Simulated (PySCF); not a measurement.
# Working out the ionisation energy of Ru+

Ru+ [Kr] 4d7 (4F) → Ru(2+) [Kr] 4d6 (5D). Calculation: PySCF 2.14, in aug-cc-pVTZ-PP with one added diffuse shell each of s, p, d, f, g type with ECP28MDF (7s7p6d4f3g, 113 functions); a scalar-relativistic core potential. Frozen: 4s2 4p6. Energies in hartree (1 hartree = 27.21139 eV):

| part | Ru+ (lower) | Ru(2+) (upper) |
| --- | --- | --- |
| UHF | -93.584551 | -93.037723 |
| MP2 opposite-spin | -0.093767 | -0.045918 |
| MP2 same-spin | -0.066466 | -0.061096 |

Q: What does Hartree-Fock give?

A: (-93.037723) − (-93.584551) = 0.546828 hartree = 14.880 eV.

Q: What do MP2 and SCS-MP2 (6/5 opposite-spin, 1/3 same-spin) give?

A: The opposite-spin parts differ by 1.302 eV and the same-spin parts by 0.146 eV. MP2: 14.880 + (1.302) + (0.146) = 16.328 eV. SCS-MP2: 14.880 + 1.2 × (1.302) + (0.146)/3 = 16.491 eV.

Reference: 16.76 ± 0.06 eV (semi-empirical (NIST evaluation); NIST Atomic Spectra Database, ionization energies), between the lowest levels; spin-orbit coupling is absent from the calculation.

What remains against the reference includes basis incompleteness, the frozen core and correlation beyond second order.
